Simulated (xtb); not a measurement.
xtb input (GFN2-xTB):

```bash
xtb mol.xyz --gfn 2 --sp --chrg -1 --uhf 0
```
mol.xyz:
```
5

N     -1.07507719     0.23822819     0.43303185
C      0.23242619     0.27986572    -0.02358309
O      0.90154781    -0.66954360    -0.33390847
H     -1.71882519     0.69123646    -0.22418744
H      0.63742601     1.31832075     0.00573087
```

End of the output:

```
         :::::::::::::::::::::::::::::::::::::::::::::::::::::
         ::                     SUMMARY                     ::
         :::::::::::::::::::::::::::::::::::::::::::::::::::::
         :: total energy             -10.281955117815 Eh    ::
         :: gradient norm              0.131338814961 Eh/a0 ::
         :: HOMO-LUMO gap              2.478572884548 eV    ::
         ::.................................................::
         :: SCC energy               -10.369095686148 Eh    ::
         :: -> isotropic ES            0.195611429361 Eh    ::
         :: -> anisotropic ES          0.003408238589 Eh    ::
         :: -> anisotropic XC          0.003687171185 Eh    ::
         :: -> dispersion             -0.002002741344 Eh    ::
         :: repulsion energy           0.087140568333 Eh    ::
         :: add. restraining           0.000000000000 Eh    ::
         :: total charge              -1.000000000000 e     ::
         :::::::::::::::::::::::::::::::::::::::::::::::::::::

           -------------------------------------------------
          |                Property Printout                |
           -------------------------------------------------

    * Orbital Energies and Occupations

         #    Occupation            Energy/Eh            Energy/eV
      -------------------------------------------------------------
         1        2.0000           -0.4546923             -12.3728
         2        2.0000           -0.3697835             -10.0623
         3        2.0000           -0.3241108              -8.8195
         4        2.0000           -0.2956709              -8.0456
         5        2.0000           -0.2774530              -7.5499
         6        2.0000           -0.2464697              -6.7068
         7        2.0000           -0.1704933              -4.6394
         8        2.0000           -0.1276655              -3.4740
         9        2.0000           -0.0684476              -1.8626 (HOMO)
        10                          0.0226382               0.6160 (LUMO)
        11                          0.3653798               9.9425
        12                          0.3818866              10.3917
        13                          0.5354933              14.5715
        14                          0.8701234              23.6773
      -------------------------------------------------------------
                  HL-Gap            0.0910859 Eh            2.4786 eV
Note: The following floating-point exceptions are signalling: IEEE_DENORMAL
normal termination of xtb
             Fermi-level           -0.0229047 Eh           -0.6233 eV

     #   Z          covCN         q      C6AA      α(0)
     1   7 N        1.770    -0.626    38.628     9.203
     2   6 C        2.686     0.284    22.191     7.709
     3   8 O        0.856    -0.541    24.711     6.665
     4   1 H        0.859     0.034     2.549     2.501
     5   1 H        0.921    -0.151     7.746     4.353

 Mol. C6AA /au·bohr⁶  :        408.777672
 Mol. C8AA /au·bohr⁸  :       8432.783749
 Mol. α(0) /au        :         30.430700

Wiberg/Mayer (AO) data.
largest (>0.10) Wiberg bond orders for each atom

 ---------------------------------------------------------------------------
     #   Z sym  total        # sym  WBO       # sym  WBO       # sym  WBO
 ---------------------------------------------------------------------------
     1   7 N    2.588 --     2 C    1.392     4 H    0.948     3 O    0.212
     2   6 C    3.940 --     3 O    1.633     1 N    1.392     5 H    0.891
     3   8 O    1.923 --     2 C    1.633     1 N    0.212
     4   1 H    0.999 --     1 N    0.948
     5   1 H    0.977 --     2 C    0.891
 ---------------------------------------------------------------------------

Topologies differ in total number of bonds
Writing topology from bond orders to xtbtopo.mol

molecular dipole:
                 x           y           z       tot (Debye)
 q only:        0.182       0.221      -0.199
   full:        0.261       0.660      -0.413       2.088
molecular quadrupole (traceless):
                xx          xy          yy          xz          yz          zz
 q only:       -2.749       1.810       0.500       2.491      -1.038       2.249
  q+dip:       -2.999       1.991       1.041       3.931      -1.335       1.958
   full:       -3.122       1.755       0.586       4.202      -1.511       2.536

           -------------------------------------------------
          | TOTAL ENERGY              -10.281955117815 Eh   |
          | GRADIENT NORM               0.131338814961 Eh/α |
          | HOMO-LUMO GAP               2.478572884548 eV   |
           -------------------------------------------------

------------------------------------------------------------------------
------------------------------------------------------------------------
 total:
 SCF:
```

This state (charge -1, singlet) is run at the relaxed geometry of the species with charge 0 and multiplicity 2.
